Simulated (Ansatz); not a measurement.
Program: Ansatz. Geometries: PBE0-D4/def2-TZVP. ΔE: electronic, gas phase. CCSD(T)/CBS is the MP2 limit (def2-TZVPP, def2-QZVPP) plus CCSD(T) − MP2 in def2-TZVPP, frozen cores. This one scheme is used for every species. Functionals use def2-TZVPP. For Se outer-core shells are correlated without core-valence functions, which leaves a few kJ/mol of doubt a bond. Scalar relativity is left out up to krypton. One conformer a species, not always the lowest.

Consider the ligand exchange at a B–S bond: `CSB(F)F` + H₂Se → `FB(F)[SeH]` + CH₃SH.

`CSB(F)F`:

Cartesian coordinates in Å:
```
C -1.103 -0.524 -0.240
S -0.438 0.938 0.599
B 1.321 0.717 0.342
F 2.167 1.608 0.825
F 1.819 -0.314 -0.320
H -0.820 -0.529 -1.291
H -2.186 -0.460 -0.159
H -0.759 -1.437 0.242
```

H₂Se:

Cartesian coordinates in Å:
```
Se -0.098 -0.548 0.398
H -0.973 0.289 -0.430
H 1.071 0.259 0.032
```

`FB(F)[SeH]`:

```xyz
5

F     0.627   -0.734   -1.575
B     0.391   -0.124   -0.432
F     1.367    0.559    0.127
Se   -1.375   -0.265    0.363
H    -1.010    0.564    1.517
```

CH₃SH:

Z-matrix (Å, degrees):
```
C
S 1 1.806
H 1 1.089 2 111.5
H 1 1.089 2 111.5 3 -123.8
H 1 1.090 2 106.2 3 118.1
H 2 1.342 1 97.1 3 61.9
```

```
  level  ΔE (kJ/mol)
ωB97M-V         14.2
  BHLYP         13.0
```

Problem. What does CCSD(T)/CBS give? (Best estimate.)

Solution. Computed: +11.4 kJ/mol. The listed levels differ from it by 2.8, 1.6 kJ/mol.

Largest T1 diagnostic among the species: 0.012.

Leaving LDA and LC-ωPBE aside and taking each functional with its dispersion term where it has one, the values, not all of them listed here, spread over 5.7 kJ/mol, from PBE-QIDH to B97M-V. LDA lies +4.0 kJ/mol from PBE without D4. At CCSD(T), def2-SVP lies +8.0 kJ/mol from the extrapolated value and def2-TZVPP +0.3 kJ/mol.
